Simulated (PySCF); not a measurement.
Job file and geometry (Å, from GFN2-xTB) of an NMR shielding run on SMILES [SiH3]S/C([SiH3])=C\S[SiH2]Cl, C₂H₉ClS₂Si₃, PySCF 2.14.0, density-fitted response routines, GIAO PBE0/pcSseg-1 NMR shielding, non-relativistic, gas phase; density fitting, a coarse starting grid and PySCF grid level 2 are the driver's defaults:

```
$ OMP_NUM_THREADS=1 python probes_run.py task.json out

{"job": {"kind": "nmr", "xc": "PBE0", "basis": "pcSseg-1"}, "charge": 0, "multiplicity": 1}
Si    -0.744689     2.411123    -0.005847
S     -0.053156     0.697974    -1.105923
C     -0.605225    -0.582158     0.013428
Si    -2.148558    -1.485064    -0.591817
C      0.051151    -0.889283     1.124018
S      1.533750    -0.178681     1.768354
Si     2.916952    -0.233549     0.105847
Cl     2.509223    -1.802800    -1.071372
H     -2.151172     2.173812     0.295978
H      0.043192     2.561380     1.208481
H     -0.525836     3.477088    -0.968840
H     -3.226852    -0.497620    -0.673414
H     -1.859618    -2.030786    -1.914186
H     -2.467847    -2.531597     0.377089
H     -0.345259    -1.642591     1.788987
H      2.896945     1.014948    -0.632844
H      4.170000    -0.450164     0.808840
```

Task: What does the program print?

Result: 
```
coarse grid: 17496 points
cycle   1  E = -2205.6685192477  dE =  6.981e-01  |g| = 3.320e-01  |ddm| = 4.048e+00
cycle   2  E = -2205.6698796449  dE = -1.360e-03  |g| = 3.328e-01  |ddm| = 8.613e-01
cycle   3  E = -2205.6985225890  dE = -2.864e-02  |g| = 6.673e-02  |ddm| = 4.793e-01
cycle   4  E = -2205.6993404589  dE = -8.179e-04  |g| = 4.040e-02  |ddm| = 1.449e-01
cycle   5  E = -2205.6997676121  dE = -4.272e-04  |g| = 7.831e-03  |ddm| = 5.178e-02
cycle   6  E = -2205.6997809297  dE = -1.332e-05  |g| = 3.235e-03  |ddm| = 1.232e-02
cycle   7  E = -2205.6997835482  dE = -2.618e-06  |g| = 9.909e-04  |ddm| = 5.211e-03
final grid: 141784 points
cycle   8  E = -2205.7480827514  dE = -2.400e-05  |g| = 6.878e-03  |ddm| = 2.752e-02
cycle   9  E = -2205.7480711165  dE =  1.163e-05  |g| = 9.232e-03  |ddm| = 1.790e-02
cycle  10  E = -2205.7480924389  dE = -2.132e-05  |g| = 1.454e-03  |ddm| = 1.304e-02
cycle  11  E = -2205.7480929921  dE = -5.532e-07  |g| = 3.564e-04  |ddm| = 2.332e-03
cycle  12  E = -2205.7480930220  dE = -2.986e-08  |g| = 1.203e-04  |ddm| = 4.590e-04
cycle  13  E = -2205.7480930259  dE = -3.928e-09  |g| = 2.484e-05  |ddm| = 1.813e-04
cycle  14  E = -2205.7480930261  dE = -1.874e-10  |g| = 4.574e-06  |ddm| = 3.972e-05
converged SCF energy = -2205.7480930261

GIAO shielding tensors (ppm)
atom      isotropic    diamagn.    paramagn.     s11        s22        s33       span
  0 Si     415.194     880.642    -465.448    383.902    406.280    455.398     71.496
  1 S      610.193    1061.367    -451.174    452.534    551.759    826.287    373.752
  2 C       42.658     265.677    -223.019    -58.643     40.439    146.178    204.821
  3 Si     418.855     881.099    -462.244    382.292    409.718    464.556     82.263
  4 C       37.744     257.506    -219.762    -77.111     61.570    128.773    205.884
  5 S      528.453    1058.805    -530.352    332.585    552.018    700.755    368.170
  6 Si     367.717     877.509    -509.792    318.603    359.752    424.795    106.192
  7 Cl     981.252    1149.477    -168.224    896.870   1007.658   1039.230    142.359
  8 H       27.389      30.107      -2.718     22.930     25.992     33.245     10.314
  9 H       26.769      29.875      -3.106     21.203     27.944     31.161      9.957
 10 H       27.424      29.569      -2.146     23.560     24.745     33.967     10.407
 11 H       27.350      29.585      -2.235     23.448     26.531     32.073      8.625
 12 H       27.339      29.335      -1.996     23.756     26.166     32.093      8.337
 13 H       27.416      29.541      -2.125     23.307     25.906     33.036      9.728
 14 H       24.740      32.961      -8.220     19.569     26.374     28.278      8.709
 15 H       25.376      29.132      -3.755     21.411     24.407     30.311      8.901
 16 H       26.352      27.068      -0.716     21.889     24.124     33.043     11.155
```

Task: Turn these shieldings into chemical shifts. Scale: TMS for 29Si (σref 349.16), 13C (σref 186.93), 1H (σref 31.72); 33S (σref 503.73) vs CS2; 35Cl (σref 949.78) against HCl (reference shieldings calculated alike).

Result: Averaging equivalent atoms: Si 6: -18.6; Si 0: -66.0; Si 3: -69.7; S 5: -25; S 1: -106; C 4: 149.2; C 2: 144.3; Cl 7: -31; H 14: 6.98; H 15/16: 5.85; H 8/9/10: 4.52; H 11/12/13: 4.35 ppm. 

Size and cost of the density-fitted run: 223 basis functions, 110 s wall time on 1 thread of an Arm Neoverse N1, shared host; peak memory 1.1 GiB.
